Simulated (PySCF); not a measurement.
ClH6NSSi2, SMILES N[SiH2]S[SiH2]Cl. Atoms are numbered in the order given.

```xyz
11

Si     1.4058    -0.5728     0.6769
Cl     1.9062     1.4507     0.5858
S     -0.0274    -1.0856    -0.8176
Si    -1.6235     0.3221    -0.2726
N     -3.2000    -0.3265    -0.5128
H      0.8883    -0.8123     2.0482
H      2.6232    -1.3781     0.4128
H     -1.5084     1.5208    -1.1388
H     -1.4183     0.6450     1.1642
H     -3.5997    -0.3305    -1.4467
H     -3.5055    -1.1401     0.0136
```

Coordinates come from a B3LYP-D3(BJ)/def2-SVP optimisation. This is a generated structure with no PubChem entry under its InChIKey; it may be hypothetical. The values are those of a single conformer.

Level of theory: B3LYP/def2-TZVP (PySCF).

Atomic charges (e):

```
atom         IAO  Mulliken
----  ----------  --------
Si1   (withheld)      0.43
Cl2   (withheld)     -0.26
S3    (withheld)     -0.34
Si4   (withheld)      0.44
N5         -0.85     -0.60
H6         -0.13     -0.04
H7         -0.12     -0.03
H8         -0.13     -0.04
H9         -0.14     -0.04
H10         0.27      0.23
H11         0.27      0.23
```

Q: Complete the blanks. (The exact figures need the calculation; the answer reports its results.)

A: 
- Si1, IAO: 0.76
- Cl2, IAO: -0.34
- S3, IAO: -0.47
- Si4, IAO: 0.87

Computed Mayer and Wiberg (Löwdin basis) orders of the bonds:
| bond | Mayer | Wiberg |
|---|---|---|
| Si1–Cl2 | 1.11 | 1.79 |
| Si1–S3 | 1.17 | 1.61 |
| S3–Si4 | 1.00 | 1.41 |
| Si4–N5 | 1.16 | 1.59 |
| Si1–H6 | 0.92 | 0.95 |
| Si1–H7 | 0.93 | 0.95 |
| Si4–H8 | 0.94 | 0.94 |
| Si4–H9 | 0.93 | 0.92 |
| N5–H10 | 0.92 | 0.95 |
| N5–H11 | 0.92 | 0.95 |
